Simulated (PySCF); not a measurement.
# From computed data to an observable: chemical shift, span and skew from a shielding tensor

Si(H)(Cl)(Br)(NH2) (BrClH₃NSi), SMILES N[SiH](Cl)Br. Atoms are numbered in the order given.

```xyz
7

Si     0.3249    -0.6462     0.5226
N      1.9972    -0.8202     0.2168
Cl    -0.9024    -1.9235    -0.5751
Br    -0.2319     1.4430    -0.0260
H      0.0419    -0.9057     1.9486
H      2.4900    -1.6439     0.5515
H      2.3987    -0.4671    -0.6470
```

Coordinates come from a B3LYP-D3(BJ)/def2-SVP optimisation. The structure was generated by enumeration, and PubChem lists no compound with its InChIKey, so it may never have been made. Other conformers were not sampled.

GIAO shieldings from PBE/pcSseg-1 run with PySCF, non-relativistic, no solvent. The symmetric part of the tensor of Si1 has the principal values 292.8, 328.3, 363.5 ppm. The same nucleus in TMS has σ = 335.4 ppm at this level (PySCF, at its B3LYP-D3(BJ)/def2-TZVP geometry). Without spin–orbit terms, shifts of atoms bonded to Cl or Br come out too high.

**Question.** Work out the isotropic shielding, the ²⁹Si shift against TMS, the span and the skew.

**Answer.** 
σ(iso) = (σ11 + σ22 + σ33)/3 = 328.2 ppm. δ = σ(ref) − σ(iso) = 335.4 − (328.2) = 7.2 ppm.
Span Ω = σ33 − σ11 = 70.7 ppm. Skew κ = 3(σ(iso) − σ22)/Ω = 0.00. Tumbling in solution averages the tensor to δ; in a static solid the shielding alone would spread this spin-1/2 line over Ω.
